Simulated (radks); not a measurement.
Values are calculated unless marked as measured or tabulated.
Species: Ho III. Configuration: [Xe] 4f11 (the NIST ground configuration). Level of theory: Dirac Kohn-Sham, BLYP, spin-unpolarised, spherical densities, finite nucleus; open shells fill j = l - 1/2 first; Fermi nuclear charge, rms radius 5.2022 fm (a radial shooting solver on a logarithmic mesh with Libxc functionals).

Normalised radial functions P(r) = r R(r) (large component), r in bohr:

```
   r/bohr * 5s1/2, o 5p1/2, + 5p3/2 (the largest magnitude, 0.921, reaches the edge; | marks zero, & curves that meet)
 0.001018                             &*
 0.001606                             & *
 0.002534                             &  *
 0.003966                             +o  *
 0.006257                             |&   *
 0.009872                             |+o  *
  0.01558                             | +o*
  0.02457                             *   +o
  0.03877                        *    |     +o
  0.06117                     *       |    &
  0.09574                           o&|
   0.1511                    &        |         *
   0.2383                         + o |   *
    0.376              *              |           +o
   0.5933                          *  |   o +
   0.9361       o  +                  |                          *
    1.477   &                         |                        *
    2.312               + o           |       *
    3.647                          +o |*
    5.754                             &
    9.079                             &
```

5s1/2: eigenvalue -64.385 eV, 4 radial nodes at r = 0.0251, 0.0996, 0.260, 0.615 bohr, <r> = 1.28 bohr, 90 % of the charge inside 1.85 bohr. 5p1/2: eigenvalue -43.498 eV, 3 radial nodes at r = 0.0845, 0.251, 0.635 bohr, <r> = 1.44 bohr, 90 % of the charge inside 2.12 bohr. 5p3/2: eigenvalue -38.442 eV, 3 radial nodes at r = 0.0916, 0.267, 0.673 bohr, <r> = 1.55 bohr, 90 % of the charge inside 2.28 bohr.
